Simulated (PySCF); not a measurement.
This PySCF input asks for the NMR shieldings of SMILES C/C=C\PCC(C)=O, C$_{6}$H$_{11}$OP; the geometry comes from GFN2-xTB.

```python
import basis_set_exchange as bse
import numpy as np
from pyscf import gto, dft
from pyscf.prop import nmr

atoms = """
C     2.515405    0.195987    0.490236
C     1.675523   -1.012355    0.264406
C     0.728418   -1.111676   -0.661703
P     0.339667    0.225416   -1.844378
C    -0.905778    1.194468   -0.812346
C    -1.970572    0.273370   -0.291783
C    -1.885058   -0.027976    1.182063
O    -2.811365   -0.206296   -1.012495
H     3.569632   -0.076570    0.506623
H     2.345811    0.926575   -0.300382
H     2.277993    0.651412    1.452247
H     1.870132   -1.849560    0.925700
H     0.168178   -2.031707   -0.772414
H    -0.644638   -0.498335   -2.524947
H    -0.369991    1.712398   -0.016017
H    -1.337987    1.923016   -1.502067
H    -2.043589    0.888591    1.747645
H    -2.639032   -0.758996    1.462055
H    -0.892552   -0.408510    1.417975
"""
names = dict.fromkeys(["C", "P", "O", "H"], "pcSseg-1")
basis = {el: gto.basis.parse(bse.get_basis(n, elements=[el], fmt="nwchem")) for el, n in names.items()}
mol = gto.M(atom=atoms, basis=basis, charge=0, verbose=0)
mf = dft.RKS(mol, xc="PBE0")
mf.grids.level = 2
mf.grids.alignment = dft.numint.BLKSIZE   # the property module wants whole blocks of grid points
mf.conv_tol = 1e-9
mf.kernel()

calc = nmr.RKS(mf)   # GIAO
C = mf.mo_coeff
Co = C[:, mf.mo_occ > 0]
resp = mf.gen_response(singlet=True, hermi=2)
def vind(x):   # induced exchange potential for any number of trial vectors
    d = np.einsum("pi,xij,qj->xpq", C, 2 * x.reshape(-1, C.shape[1], Co.shape[1]), Co, optimize=True)
    return np.einsum("xpq,pi,qj->xij", resp(d - d.transpose(0, 2, 1)), C, Co, optimize=True).ravel()
mo1, _ = nmr.rhf.solve_mo1(calc, with_cphf=vind)
sigma = calc.kernel(mo1)
for i, s in enumerate(sigma):   # ppm
    print("%2d %-2s %9.2f" % (i, mol.atom_pure_symbol(i), np.trace(s) / 3))
```

Q: What are the results?

A: 
```
 0 C     167.20
 1 C      35.74
 2 C      54.66
 3 P     410.51
 4 C     148.83
 5 C     -24.52
 6 C     148.73
 7 O    -308.06
 8 H      29.82
 9 H      29.06
10 H      29.98
11 H      24.89
12 H      25.08
13 H      27.60
14 H      29.26
15 H      29.52
16 H      29.54
17 H      29.82
18 H      29.43
```

These numbers come from an equivalent density-fitted implementation of the same equations, which agrees with the script to about 0.01 ppm for H and up to a few tenths of a ppm for heavy atoms, so last digits may differ.

Size and cost of the density-fitted run: 198 basis functions, of the order of 100 core-seconds.
